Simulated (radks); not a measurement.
Results of a calculation; reference values are marked as such.
Ce3+, 55 electrons, occupied as [Xe] 4f1.

Level of theory: scalar-relativistic Kohn-Sham, PBE, spin-polarised, spherical densities, finite nucleus; open shells are filled with parallel spins first (spin-orbit coupling, left out, can overturn this in heavy ions); Fermi nuclear charge, rms radius 4.8771 fm (a radial shooting solver on a logarithmic mesh with Libxc functionals).

Energy parts (eV):
part                      energy
total                 -241057.75
kinetic                255477.94
electron-nucleus      -582605.17
Hartree                 91745.35
exchange-correlation    -5675.87

Orbitals (lengths in bohr, moments of r in powers of bohr; <r^-3> diverges for s and p1/2):
orbital  occ.  eigenvalue (eV)      <r^4>  <r^-3>   <1/r>      <r>
1s up       1        -40290.14  1.776e-06       -   63.34  0.02457
1s down     1        -40290.14  1.776e-06       -   63.34  0.02457
2s up       1        -6471.090  0.0002931       -   14.60   0.1052
2s down     1        -6471.089  0.0002931       -   14.60   0.1052
2p up       3        -5798.303  0.0002145    7972   13.83  0.09236
2p down     3        -5798.303  0.0002145    7972   13.83  0.09236
3s up       1        -1412.067    0.01191       -   5.300   0.2787
3s down     1        -1411.810    0.01190       -   5.301   0.2786
3p up       3        -1198.060    0.01245    1595   5.018   0.2767
3p down     3        -1197.804    0.01244    1596   5.019   0.2767
3d up       5        -893.9775    0.01034   218.6   4.760   0.2536
3d down     5        -893.7785    0.01033   218.7   4.761   0.2536
4s up       1        -304.7932     0.3050       -   2.211   0.6373
4s down     1        -304.0359     0.3048       -   2.211   0.6372
4p up       3        -234.9292     0.4001   343.7   2.039   0.6748
4p down     3        -234.1618     0.3999   343.8   2.040   0.6746
4d up       5        -134.3481     0.6692   38.71   1.778   0.7440
4d down     5        -133.5698     0.6700   38.72   1.779   0.7440
4f up       1         -28.9712      4.987   4.384   1.234    1.056
4f down     0         -28.2731      5.235   4.351   1.229    1.065
5s up       1         -63.8963      9.215       -  0.8816    1.501
5s down     1         -63.4050      9.328       -  0.8784    1.505
5p up       3         -46.1022      16.18   52.84  0.7623    1.712
5p down     3         -45.7226      16.42   52.18  0.7588    1.719

The highest occupied level is 4f up at -28.971 eV. The electron density at the nucleus is 3.977e+05 e/bohr^3 (large components only). Summed over all electrons, <r^2> = 38.36 bohr^2, which gives a Langevin (diamagnetic) susceptibility term of -30.4 x 10^-6 cm^3/mol. The density falls to 0.001 e/bohr^3 at r = 3.46 bohr. For comparison, the ionisation energy in NIST's Atomic Spectra Database is 36.91 eV (semi-empirical). In exact Kohn-Sham theory the highest level is minus the ionisation energy, but local and semilocal functionals leave it too shallow, through self-interaction and a potential that decays too fast; potentials with the right tail come closer. Spin moment in Bohr magnetons: 1.
